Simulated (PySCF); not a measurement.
How methods differ on the excitation energy of C²⁺

C²⁺ [He] 2s2 (1S) → C²⁺ [He] 2s1 3d1 (3D), as a difference of total energies. Computed with PySCF 2.14 in aug-cc-pVDZ-DK, with scalar relativity by spin-free X2C-1e. Correlated levels: valence: 1s2 frozen. The calculations carry no spin-orbit coupling.

```tsv
method	excitation energy (eV)
UHF	32.091
MP2 (valence)	33.116
SCS-MP2 (valence)	33.366
CCSD (valence)	33.875
```

Problem. How much does correlation contribute at MP2 (valence)?

Solution. 33.116 − (32.091) = 1.025 eV, measured against UHF.

The promoted electron is Rydberg-like, and one or two diffuse shells describe it only roughly, which tends to raise the upper state.

With two correlated electrons CCSD is exact in that space.

The coupled-cluster amplitudes are large for the lower state (T1 above 0.03 or a double amplitude above 0.15), so a single reference is strained.
